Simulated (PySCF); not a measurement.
# Relaxation of singlet SbOF3

All numbers come from PySCF, PBE0, basis Sb def2-SVP with ECP28, O def2-SVP, F def2-SVP (scalar-relativistic core potentials, no spin–orbit coupling, density fitting). A (50,194) grid was used.

A hand-made square planar start, of C2v symmetry, held to at least that symmetry:

```xyz
5
charge 0 multiplicity 1, angstrom
Sb    0.0000   -0.0431    0.0000
O     0.0000   -1.9431    0.0000
F     2.0400   -0.0431    0.0000
F     0.0000    1.9969    0.0000
F    -2.0400   -0.0431    0.0000
```

Optimiser trace:
| step | E − E(last) (kJ/mol) | largest gradient (Eh/bohr) |
| --- | --- | --- |
| 0 | 83.95 | 0.05660 |
| 1 | 8.92 | 0.00984 |
| 2 | 0.30 | 0.00961 |
| 3 | 0.07 | 0.00478 |
| 4 | 0.00 | 0.00018 |
| 5 | 0.00 | 0.00007 |

It ends at C2v with Sb–F 1.905 Å, Sb–F 1.923 Å (×2), Sb–O 1.815 Å; F–Sb–F 81.8° (×2), F–Sb–F 163.5°, F–Sb–O 98.2° (×2), F–Sb–O 180.0° (after a last refinement on a finer grid). A frequency run shows 1 imaginary mode, down to 151i cm⁻¹, so it is a saddle point. Other isomers or separated fragments may lie lower.
